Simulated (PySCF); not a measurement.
## Assigning NMR signals

Cartesian coordinates in Å; atom numbers follow the order of the lines, from 1:
```xyz
18

C    -1.858    0.290   -1.362
C    -1.176    0.147   -0.007
C    -1.697   -1.055    0.771
O     0.215   -0.037   -0.195
Si    1.417    0.985   -0.441
C     2.902   -0.240   -0.632
F     4.064    0.439   -0.760
F     3.078   -1.069    0.415
F     2.820   -1.028   -1.722
H    -1.476    1.166   -1.881
H    -2.931    0.395   -1.231
H    -1.657   -0.589   -1.967
H    -1.329    1.064    0.577
H    -2.760   -0.942    0.968
H    -1.533   -1.963    0.197
H    -1.167   -1.143    1.715
H     1.361    1.744   -1.688
H     1.718    1.842    0.702
```

- coordinates at the GFN2-xTB level
- NMR shieldings at PBE0/pcSseg-1/GIAO
- program: PySCF
- equivalent nuclei averaged, non-relativistic Hamiltonian, a single conformation, no solvent

Scale: TMS for ¹³C (186.93 ppm) and ¹H (31.72 ppm) (reference shieldings calculated alike).

Problem. Assign these signals to the numbered atoms. ¹³C{¹H} NMR (computed): δ 137.2, 71.2, 26.5.

Solution. 
```tsv
δ (ppm)	atoms	environment	reason
137.2	C6	CF3 carbon	3 electronegative neighbours deshield it
71.2	C2	sp3 CH bonded to O	deshielded by the electronegative neighbour
26.5	C1/C3	methyl carbon	saturated and bonded to C and H only
```

Problem. Assign these signals to the numbered atoms. ¹H NMR (400 MHz, computed): δ 4.84 (m, 2H), 4.09 (sept, 1H), 1.34 (d, 6H).

Solution. 
| δ (ppm) | atoms | environment | reason |
| --- | --- | --- | --- |
| 4.84 | H17/H18 | hydrogen on a silicon bonded to C, O | – |
| 4.09 | H13 | hydrogen on an sp3 CH bonded to O | its carbon carries O, an electronegative neighbour |
| 1.34 | H10/H11/H12/H14/H15/H16 | hydrogen on a methyl carbon | – |

Splittings by ¹⁹F in the carbon and heteronuclear signals aren't shown, as no couplings were computed. Shifts are as computed. Against solution values, carbons near 30 ppm lie about +3 ppm off and those near 130 ppm about +5 ppm. Of 1309 compounds with measured shifts, 239 miss one by over three times the rms of a fit or turn the order of signals round; such compounds aren't used in these exercises. No couplings were computed; multiplicities are counted from neighbouring protons, with m where these are inequivalent, close in shift, in a saturated or five-membered ring or joined by F or P, and br s for small geminal =CH2 splittings.
